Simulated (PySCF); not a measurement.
PySCF 2.14 output of a UHF calculation on a single atom or ion in Sapporo-DKH3-DZP-2012, with the spin-free X2C one-electron Hamiltonian (Gaussian nucleus):

```
SCF conv_tol = 1e-09
number electrons alpha = 14  beta = 14
cycle= 1 E= -1793.31299845683  delta_E= -5.91e-12  |g|= 5.83e-06  |ddm|= 3.32e-06
converged SCF energy = -1793.31299845683  <S^2> = -2.1316282e-14  2S+1 = 1
```

The run itself started from symmetry-adapted Hartree-Fock orbitals and held the occupation by maximum overlap, so the iterations belong to that start.

Task: Which element, charge and spin multiplicity is this?

Result: Zn²⁺ (zinc, charge +2), multiplicity 1; the state was [Ar] 3d10, closed-shell 1S.
